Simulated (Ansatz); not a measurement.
Total energies of C60H22S20 from Ansatz at PBE0-D4/def2-SVP, gas phase (1 Eh = 27.2114 eV = 2625.5 kJ/mol). The reference geometry is relaxed at PBE-D4/def2-SVP.

```tsv
state	geometry	energy (Eh)
charge 0 singlet	reference	-10254.13843
charge 1 doublet	reference	-10253.92961
charge -1 doublet	reference	-10254.21847
free C atom (triplet)	–	-37.76066
free S atom (triplet)	–	-397.83788
free H atom (doublet)	–	-0.50029
```

Single mean-field runs in def2-SVP are fitted with def2-universal-jkfit.

(1) Work out the vertical ionisation energy to the doublet.

(2) Work out the vertical electron affinity, to the doublet.

(3) Give the fundamental gap IE − EA, the Mulliken electronegativity (IE + EA)/2 and the hardness (IE − EA)/2.

(4) What is the binding energy per atom against free atoms?

(1) E(charge 1 doublet) − E(charge 0 singlet) = -10253.92961 − (-10254.13843) = 0.20882 Eh = 5.68 eV. For comparison, −ε of the highest occupied level is 5.09 eV at this level, 0.59 eV less.

(2) E(charge 0 singlet) − E(charge -1 doublet) = -10254.13843 − (-10254.21847) = 0.08004 Eh = 2.18 eV. The basis lacks diffuse functions, which makes affinities too small.

(3) From the values in Eh: IE − EA = 0.20882 − 0.08004 = 0.12878 Eh = 3.50 eV; (IE + EA)/2 = 3.93 eV; (IE − EA)/2 = 1.75 eV. The HOMO–LUMO gap of the same run is 2.38 eV, 1.12 eV smaller than the fundamental gap.

(4) Atoms: 60 × (-37.76066) + 20 × (-397.83788) + 22 × (-0.50029) = -10233.40358 Eh. Binding: -10233.40358 − (-10254.13843) = 20.73485 Eh = 564.22 eV, or 5.53 eV for each of 102 atoms (no zero-point energy, no counterpoise term).
